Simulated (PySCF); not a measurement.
Species: C₂H₁₀AsBN₂.
Atom-mapped SMILES: `[CH3:1][N:2]([CH3:3])[B:4]([NH2:5])[AsH2:6]` (hydrogens: H7, H8, H9 on C1; H10, H11, H12 on C3; H13, H14 on N5; H15, H16 on As6)

Geometry (PBE0-D3(BJ)/def2-SVP, Å), atoms numbered from 1 in this order:
```xyz
16
C2H10AsBN2 angstrom
C     -1.2364   -1.5196   -0.1602
N     -0.7533   -0.1648   -0.1290
C     -1.8161    0.8051   -0.0812
B      0.6197    0.1948   -0.1824
N      1.0563    1.5334   -0.3043
As     2.0600   -1.2881   -0.2078
H     -1.8878   -1.6987   -1.0367
H     -1.8285   -1.7620    0.7426
H     -0.4062   -2.2361   -0.2205
H     -2.5246    0.5722    0.7349
H     -1.4284    1.8143    0.1111
H     -2.3992    0.8358   -1.0217
H      0.4422    2.3254   -0.4370
H      2.0326    1.7831   -0.2659
H      1.7950   -1.7699    1.2151
H      3.1959   -0.3719    0.2373
```

The closed-shell ground state was solved at several levels (PySCF, density fitting, gas phase). Relativistic effects, spin–orbit coupling among them, are left out although an element past zinc is present.

| level | basis functions | total energy (Eh) | HOMO (eV) | LUMO (eV) | gap (eV) | dipole (D) |
| --- | --- | --- | --- | --- | --- | --- |
| mPW1PW91/pcSseg-1 | 176 | -2452.4008 | -6.41 | 0.80 | 7.21 | 2.64 |
| B3LYP/pcJ-1 (pcSseg-1 on As) | 276 | -2452.3694 | -6.14 | 0.54 | 6.68 | 2.57 |
| PBE0/pcSseg-1 | 176 | -2451.7373 | -6.37 | 0.79 | 7.16 | 2.64 |

**Question.** Estimate the row for B3LYP/def2-SVPD, a basis of 218 functions; the other rows only guide the guess.

**Answer.** Total energy -2452.1685 Eh, HOMO -6.24 eV, LUMO -0.12 eV, gap 6.12 eV, dipole 2.46 D.

**Question.** Over all these levels, which gives the widest orbital gap and which the narrowest?

**Answer.** mPW1PW91/pcSseg-1 (global hybrid, 25 % exact exchange) has the widest, 7.21 eV, and B3LYP/def2-SVPD (global hybrid, 20 % exact exchange) the narrowest, 6.12 eV. Functional and basis both differ between the two, so the spread mixes both effects.

**Question.** How far do the dipole and the HOMO energy spread over the levels?

**Answer.** The dipole runs from 2.46 to 2.64 D (mean 2.58 D) and the HOMO from -6.41 to -6.14 eV.

One conformer stands for the species.
